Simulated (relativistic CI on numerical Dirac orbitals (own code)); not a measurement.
What each ingredient does to the levels of Ir⁵⁰⁺

Base calculation: Dirac-Coulomb-Breit CI, orbitals from a KLI potential per configuration, model QED, unscaled Slater integrals.

Configuration list (outside the closed core [Ne]): 3s2 3p6 3d9, 3s2 3p5 3d10, 3s 3p6 3d10, 3s2 3p6 3d8 4s, 3s2 3p6 3d8 4p, 3s2 3p4 3d10 4s, 3s2 3p6 3d8 4d, 3s2 3p4 3d10 4p, 3s2 3p5 3d9 4s, 3s2 3p6 3d8 4f, 3s2 3p4 3d10 4d, 3s 3p5 3d10 4s, 3s2 3p5 3d9 4p, 3s 3p5 3d10 4p, 3s2 3p6 3d7 4s2, 3s2 3p5 3d9 4d. Levels of other configurations are missing.

Variants: (1) non-relativistic limit; (2) one mean potential for all configurations. Shifts of the energy above 3s2 3p6 3d9 2D_5/2, in eV, for the lowest level and the first level of each name with at least 55 % of one term (blank where a level changes its place among those of its configuration and J or its character, or is not in the variant):

| Level | Base | Δ(1) | Δ(2) |
| --- | --- | --- | --- |
| 3s2 3p6 3d9 2D_5/2 | 0.00 | 0.00 | 0.00 |
| 3s2 3p6 3d9 2D_3/2 | 80.96 | -80.96 | +0.02 |
| 3s2 3p5 3d10 2P°_3/2 | 485.55 | -99.71 | -0.14 |
| 3s2 3p5 3d10 2P°_1/2 | 862.24 | -476.40 | -0.14 |
| 3s 3p6 3d10 2S_1/2 | 1117.81 | -515.86 | +0.02 |
| 3s2 3p6 3d8 4s 4F_9/2 | 1784.41 | +206.12 | +1.12 |
| 3s2 3p6 3d8 4s 2F_7/2 | 1787.66 |  | +1.16 |
| 3s2 3p6 3d8 4s 4F_7/2 | 1864.52 |  | +1.44 |
| 3s2 3p6 3d8 4s 4F_5/2 | 1865.34 |  | +1.45 |
| 3s2 3p6 3d8 4s 2G_9/2 | 1880.34 | +131.33 | +1.33 |
| 3s2 3p6 3d8 4s 2G_7/2 | 1881.02 | +130.65 | +1.34 |
| 3s2 3p6 3d8 4s 2P_1/2 | 1882.30 | +126.99 | +1.34 |
| 3s2 3p6 3d8 4p 2P°_1/2 | 1918.38 |  | +0.81 |
| 3s2 3p6 3d8 4s 4F_3/2 | 1950.88 |  | +1.70 |
| 3s2 3p6 3d8 4p 4G°_7/2 | 1967.30 | +110.86 | +1.36 |
| 3s2 3p6 3d8 4p 2H°_9/2 | 1982.62 |  | +1.25 |
| 3s2 3p6 3d8 4p 4G°_11/2 | 2017.56 | +60.61 | +1.20 |
| 3s2 3p6 3d8 4p 4F°_9/2 | 2020.90 |  | +1.24 |
| 3s2 3p6 3d8 4p 4G°_9/2 | 2097.82 |  | +1.52 |
| 3s2 3p6 3d8 4p 4F°_7/2 | 2099.65 |  | +1.54 |
| 3s2 3p6 3d8 4p 2H°_11/2 | 2111.84 | -14.61 | +1.39 |

At this charge energies of transitions that change n are usually good to better than 1 %, and those within a shell (Δn = 0) to a few per cent.

Ionisation energy from the two ground configurations alone: base 4668.36 eV. The NIST ASD value (theoretical) is 4668 eV.

LS names give the leading component of a level, which can be under half, so a name can repeat, a term be missing and a line seem to break the LS rules.
